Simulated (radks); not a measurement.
Effect of the nuclear size on the titanium ion Ti3+, [Ar] 3d1. Calculated with a radial shooting solver on a logarithmic mesh with Libxc functionals: Dirac Kohn-Sham, BLYP, spin-unpolarised, spherical densities, finite nucleus; open shells fill j = l - 1/2 first; Fermi nuclear charge, rms radius 3.5921 fm. The rms radius is varied about that value; shifts are against it.

[
 {"rms radius (fm)": "2.8916", "total energy shift (eV)": "-0.0172", "density at nucleus (e/bohr^3)": "8555", "1s1/2 shift (meV)": "-7.28", "2s1/2 shift (meV)": "-0.608", "3s1/2 shift (meV)": "-0.084"},
 {"rms radius (fm)": "3.3694", "total energy shift (eV)": "-0.00587", "density at nucleus (e/bohr^3)": "8514", "1s1/2 shift (meV)": "-2.48", "2s1/2 shift (meV)": "-0.207", "3s1/2 shift (meV)": "-0.029"},
 {"rms radius (fm)": "3.5921", "total energy shift (eV)": "0", "density at nucleus (e/bohr^3)": "8497", "1s1/2 shift (meV)": "0.000", "2s1/2 shift (meV)": "0.000", "3s1/2 shift (meV)": "0.000"},
 {"rms radius (fm)": "3.7394", "total energy shift (eV)": "0.00408", "density at nucleus (e/bohr^3)": "8487", "1s1/2 shift (meV)": "1.72", "2s1/2 shift (meV)": "0.144", "3s1/2 shift (meV)": "0.020"},
 {"rms radius (fm)": "4.3393", "total energy shift (eV)": "0.0223", "density at nucleus (e/bohr^3)": "8448", "1s1/2 shift (meV)": "9.44", "2s1/2 shift (meV)": "0.788", "3s1/2 shift (meV)": "0.109"}
]

Slopes of the eigenvalues against <r^2> in GHz/fm^2, as finite differences over the two radii next to the reference (eigenvalue slopes, not the field-shift constants of lines): 1s1/2 387, 2s1/2 32.3, 3s1/2 4.48.
